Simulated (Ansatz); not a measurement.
One change: `F[CH2][SnH2][F]` becomes `F[CH2][SnH2][SH]`.

Ansatz, PBE0-D4/def2-TZVP geometries, multiplicity 1. Each molecule was computed in one conformer, which needn't be the lowest.

Elements past krypton have def2 core potentials.

```csv
property,`F[CH2][SnH2][F]`
size of the dipole moment (PBE/def2-TZVPP) / D,1.24
zero-point energy (PBE0-D4/def2-TZVP) / kJ/mol,117.6
HOMO energy (PBE0/def2-TZVPP) / eV,-8.43
size of the dipole moment (B3LYP/def2-TZVPP) / D,1.24
LUMO energy (ωB97M-V/def2-TZVPP) / eV,0.72
HOMO energy (B3LYP/def2-TZVPP) / eV,-8.22
```

Problem. What does the change do to each property? (An estimate is asked.)

Solution. Computed: 
```tsv
property	`F[CH2][SnH2][SH]`	shift
size of the dipole moment (PBE/def2-TZVPP) / D	1.99	0.75
zero-point energy (PBE0-D4/def2-TZVP) / kJ/mol	136.6	19.0
HOMO energy (PBE0/def2-TZVPP) / eV	-7.22	1.21
size of the dipole moment (B3LYP/def2-TZVPP) / D	2.09	0.85
LUMO energy (ωB97M-V/def2-TZVPP) / eV	1.09	0.37
HOMO energy (B3LYP/def2-TZVPP) / eV	-6.98	1.24
```

With PBE0 the HOMO rises by 1.21 eV and the LUMO rises by 0.35 eV, so the gap narrows by about 0.86 eV. PBE moves the HOMO by 1.03 eV and ωB97M-V by 1.23 eV. The zero-point energy changes by 19.0 kJ/mol with +3 modes. Dipoles are sizes alone; their direction can turn.

B3LYP here is the variant with VWN-RPA as its local correlation; programs differ in this.
